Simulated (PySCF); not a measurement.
Isomers of [C7H18PSi]+ (charge +1). Computed with PBE0-D3(BJ)/def2-SVP geometry optimisation, gas phase (PySCF). Energies are electronic, without zero-point or thermal terms, for one conformer each. No frequencies were run at this level. Point groups hold within 0.08 Å.

Question: Order them by energy at this level, lowest first, and give relative energies in kcal/mol.
A. `[CH3:1][CH2:2][P@@H+:3]1[CH2:4][CH2:5][C@@H:6]([SiH3:7])[C@@H:8]1[CH3:9]` (charge +1) with C1–C2–P3–C4 -63°, C2–P3–C4–C5 -128°, P3–C4–C5–C6 32°, C4–C5–C6–Si7 -174°, C5–C6–C8–C9 167°
B. `[CH2:1]=[C:2]([CH3:3])[P@@H+:4]([CH2:5][SiH3:6])[CH2:7][CH2:8][CH3:9]` (charge +1) with C1–C2–P4–C5 119°, C2–P4–C5–Si6 -175°, C2–P4–C7–C8 50°, P4–C7–C8–C9 62°
C. `[CH2:1]=[CH:2][P@+:3]([CH3:4])([CH2:5][SiH3:6])[CH2:7][CH2:8][CH3:9]` (charge +1) with C1–C2–P3–C4 1°, C2–P3–C5–Si6 178°, C2–P3–C7–C8 -62°, P3–C7–C8–C9 177°

Answer: A (0.0), C (9.1), B (17.3).

| SMILES | E (Eh) | E rel (kcal/mol) | dipole about centre of mass (D) | point group | A, B, C (MHz) |
| --- | --- | --- | --- | --- | --- |
| CC[P@@H+]1CC[C@@H]([SiH3])[C@@H]1C | -907.24799 | 0.0 | 4.07 | C1 | 2162, 667.3, 561.2 |
| C=C[P@+](C)(C[SiH3])CCC | -907.23350 | 9.1 | 2.16 | C1 | 1177, 776.4, 554.0 |
| C=C(C)[P@@H+](C[SiH3])CCC | -907.22044 | 17.3 | 1.19 | C1 | 1260, 761.9, 571.9 |

Question: How do the relative energies change in single points at PBE0/pcSseg-1 (no added dispersion term) on the same geometries?

Answer: 
| SMILES | PBE0-D3(BJ)/def2-SVP (kcal/mol) | PBE0/pcSseg-1 (kcal/mol) | shift |
| --- | --- | --- | --- |
| CC[P@@H+]1CC[C@@H]([SiH3])[C@@H]1C | 0.0 | 0.0 | 0.0 |
| C=C[P@+](C)(C[SiH3])CCC | 9.1 | 6.5 | -2.6 |
| C=C(C)[P@@H+](C[SiH3])CCC | 17.3 | 15.2 | -2.1 |

Each column counts from its own lowest isomer. The order is unchanged; the largest shift is 2.6 kcal/mol.
